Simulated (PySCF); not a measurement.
C2H8Zr, SMILES [CH3][ZrH2][CH3], multiplicity 1.

Geometry optimised at B3LYP-D3(BJ)/def2-SVP. The spin state was assumed, not searched. The structure was generated by enumeration; whether it is a known compound was not checked. The def2 effective core potentials stand for the cores of Zr; spin–orbit coupling is left out.

Method: r2SCAN/def2-TZVPD (PySCF).

Symmetry labels are those of the subgroup C2v that the program uses (full group C2v).

Computed valence orbital energies around the gap with their symmetry:
```csv
orbital,symmetry,energy (eV)
HOMO−7,A1,-10.30
HOMO−6,A2,-10.14
HOMO−5,B2,-10.10
HOMO−4,B1,-9.95
HOMO−3,A1,-7.49
HOMO−2,B2,-6.93
HOMO−1,A1,-6.82
HOMO,B1,-6.81
LUMO,A1,-2.33
LUMO+1,A2,-2.21
LUMO+2,B2,-1.35
LUMO+3,A1,-1.24
```
